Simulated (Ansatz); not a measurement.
One change: `c1ccc(C2CC2)cc1` becomes `[Cl][Ge]([Cl])([Cl])[c]1ccccc1`.

Ansatz, PBE0-D4/def2-TZVP geometries, multiplicity 1. Each molecule was computed in one conformer, which needn't be the lowest.

Scalar relativity is left out up to krypton.

```
                                          property  `c1ccc(C2CC2)cc1`
               LUMO energy (B3LYP/def2-TZVPP) / eV              -0.35
               HOMO energy (B3LYP/def2-TZVPP) / eV              -6.43
size of the dipole moment (ωB97M-V/def2-TZVPP) / D               0.53
                 HOMO energy (PBE/def2-TZVPP) / eV              -5.67
             HOMO energy (ωB97M-V/def2-TZVPP) / eV              -8.68
             HOMO–LUMO gap (B3LYP/def2-TZVPP) / eV               6.08
```

Give the same properties after the change, and the shifts. (Estimate.)

Ansatz gave: 
```json
{"property": "LUMO energy (B3LYP/def2-TZVPP) / eV", "`[Cl][Ge]([Cl])([Cl])[c]1ccccc1`": "-1.51", "shift": "-1.16"}
{"property": "HOMO energy (B3LYP/def2-TZVPP) / eV", "`[Cl][Ge]([Cl])([Cl])[c]1ccccc1`": "-7.73", "shift": "-1.30"}
{"property": "size of the dipole moment (ωB97M-V/def2-TZVPP) / D", "`[Cl][Ge]([Cl])([Cl])[c]1ccccc1`": "3.47", "shift": "2.94"}
{"property": "HOMO energy (PBE/def2-TZVPP) / eV", "`[Cl][Ge]([Cl])([Cl])[c]1ccccc1`": "-6.98", "shift": "-1.31"}
{"property": "HOMO energy (ωB97M-V/def2-TZVPP) / eV", "`[Cl][Ge]([Cl])([Cl])[c]1ccccc1`": "-10.05", "shift": "-1.37"}
{"property": "HOMO–LUMO gap (B3LYP/def2-TZVPP) / eV", "`[Cl][Ge]([Cl])([Cl])[c]1ccccc1`": "6.22", "shift": "0.14"}
```

With PBE0 the HOMO falls by 1.33 eV and the LUMO falls by 1.19 eV, so the gap widens by about 0.14 eV. PBE moves the HOMO by -1.31 eV and ωB97M-V by -1.37 eV. Dipoles are sizes alone; their direction can turn.

Positive LUMOs are unbound, so they and the gaps depend on the basis.

B3LYP here is the variant with VWN-RPA as its local correlation; programs differ in this.
